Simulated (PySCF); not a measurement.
A structure optimised at PBE0-D3(BJ)/def2-SVP, used in a PySCF frequency run:

```xyz
11

Ge     0.7720    -0.3261     0.0000
C      1.4908     0.4726     1.6191
C      1.4908     0.4726    -1.6191
Br    -1.5230     0.0814     0.0000
H      0.9227    -1.8594     0.0000
H      2.5753     0.2927     1.6773
H      1.0096     0.0375     2.5058
H      1.3087     1.5566     1.6139
H      1.0096     0.0375    -2.5058
H      2.5753     0.2927    -1.6773
H      1.3087     1.5566    -1.6139
```

Question: Write its SMILES, formula and point group.

Answer: [CH3][GeH]([CH3])[Br], C₂H₇BrGe, Cs

Question: What are its rotational constants (standard atomic weights)?

Answer: 4.6611, 1.5701, 1.3074 GHz
